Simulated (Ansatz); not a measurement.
# Redistribution: C2H3Cl2F + C3H3F3O → C2H4Cl2 + C3H2F4O

Gas-phase species: C2H3Cl2F `CC(F)(Cl)Cl`, singlet; C3H3F3O `FC(F)C1OC1F`, singlet; C2H4Cl2 `CC(Cl)Cl`, singlet; C3H2F4O `FC(F)C1OC1(F)F`, singlet. The partners trade F for H; both sit on C, so the bond types are kept.

Shapes, held fixed at every level: PBE0-D4/def2-TZVP. Flexible molecules stand in one conformer, not always the lowest. Programs: Ansatz 0.2.0. The zero-point and thermal change to 298 K, harmonic and unscaled (PBE0-D4/def2-TZVP), is +1.1 kJ/mol.

| level | kind | ΔH(298 K) (kJ/mol) | less CCSD(T)/CBS estimate |
| --- | --- | --- | --- |
| HF/def2-SVP | Hartree–Fock | -29.0 | -13.0 |
| HF/def2-TZVPP | Hartree–Fock | -27.4 | -11.4 |
| PBE-D4/def2-TZVPP | GGA | -13.5 | +2.5 |
| B3LYP-D4/def2-TZVPP | global hybrid | -15.2 | +0.8 |
| r2SCAN0-D4/def2-TZVPP | global hybrid | -18.8 | -2.8 |
| CCSD(T)/def2-SVP | coupled cluster or CI | -21.4 | -5.4 |
| CCSD(T)/CBS estimate | coupled cluster or CI | -16.0 | 0.0 |

The highest level, CCSD(T)/CBS estimate, gives ΔH(298 K) = -16.0 kJ/mol; the levels span -29.0 to -13.5. The column of differences is taken from that level and isn't an error. No measured value is set beside it here. The CBS estimate extrapolates MP2 from def2-TZVPP and def2-QZVPP and adds CCSD(T) − MP2 in the triple-zeta set, cores frozen.
